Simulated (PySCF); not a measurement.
Ga(OH)3(MeCN), C2H6GaNO3, singlet, B3LYP/def2-SVP optimised geometry.

```
13

Ga    -0.24     0.20     0.00
O     -1.08     1.80     0.00
H     -1.92     1.75     0.48
O     -1.08    -1.20     0.78
H     -0.45    -1.80     1.21
O      1.56     0.20     0.00
H      1.92     1.09     0.04
C     -1.00    -1.04    -4.57
C     -0.76    -0.66    -3.18
N     -0.58    -0.35    -2.08
H     -1.62    -1.94    -4.60
H     -0.04    -1.24    -5.06
H     -1.51    -0.22    -5.10
```

Density from B3LYP/def2-TZVP in PySCF at that geometry.

Minimum of the electron density along straight lines between bonded atoms, close to the bond critical point (lines longer than 1.1 times the sum of covalent radii, or with two minima, are not listed):

```json
[
 {"bond": "Ga1–O2", "length / Å": "1.806", "ρ at the minimum / e bohr⁻³": "0.129", "∇²ρ there / e bohr⁻⁵": "0.66", "position (fraction from the first atom)": "0.48"},
 {"bond": "O2–H3", "length / Å": "0.966", "ρ at the minimum / e bohr⁻³": "0.355", "∇²ρ there / e bohr⁻⁵": "-2.31", "position (fraction from the first atom)": "0.80"},
 {"bond": "Ga1–O4", "length / Å": "1.806", "ρ at the minimum / e bohr⁻³": "0.129", "∇²ρ there / e bohr⁻⁵": "0.66", "position (fraction from the first atom)": "0.48"},
 {"bond": "O4–H5", "length / Å": "0.965", "ρ at the minimum / e bohr⁻³": "0.355", "∇²ρ there / e bohr⁻⁵": "-2.31", "position (fraction from the first atom)": "0.80"},
 {"bond": "Ga1–O6", "length / Å": "1.806", "ρ at the minimum / e bohr⁻³": "0.129", "∇²ρ there / e bohr⁻⁵": "0.66", "position (fraction from the first atom)": "0.48"},
 {"bond": "O6–H7", "length / Å": "0.965", "ρ at the minimum / e bohr⁻³": "0.355", "∇²ρ there / e bohr⁻⁵": "-2.31", "position (fraction from the first atom)": "0.80"},
 {"bond": "C8–C9", "length / Å": "1.455", "ρ at the minimum / e bohr⁻³": "0.270", "∇²ρ there / e bohr⁻⁵": "[?]", "position (fraction from the first atom)": "0.44"},
 {"bond": "C9–N10", "length / Å": "1.153", "ρ at the minimum / e bohr⁻³": "[?]", "∇²ρ there / e bohr⁻⁵": "[?]", "position (fraction from the first atom)": "0.35"},
 {"bond": "C8–H11", "length / Å": "1.100", "ρ at the minimum / e bohr⁻³": "0.274", "∇²ρ there / e bohr⁻⁵": "-0.94", "position (fraction from the first atom)": "0.65"},
 {"bond": "C8–H12", "length / Å": "1.100", "ρ at the minimum / e bohr⁻³": "0.274", "∇²ρ there / e bohr⁻⁵": "-0.94", "position (fraction from the first atom)": "0.65"},
 {"bond": "C8–H13", "length / Å": "1.100", "ρ at the minimum / e bohr⁻³": "0.274", "∇²ρ there / e bohr⁻⁵": "-0.94", "position (fraction from the first atom)": "0.65"}
]
```

Problem. Some entries are withheld; supply them.

Solution. 
- C8–C9, ∇²ρ there / e bohr⁻⁵: -0.75
- C9–N10, ρ at the minimum / e bohr⁻³: 0.490
- C9–N10, ∇²ρ there / e bohr⁻⁵: -0.13
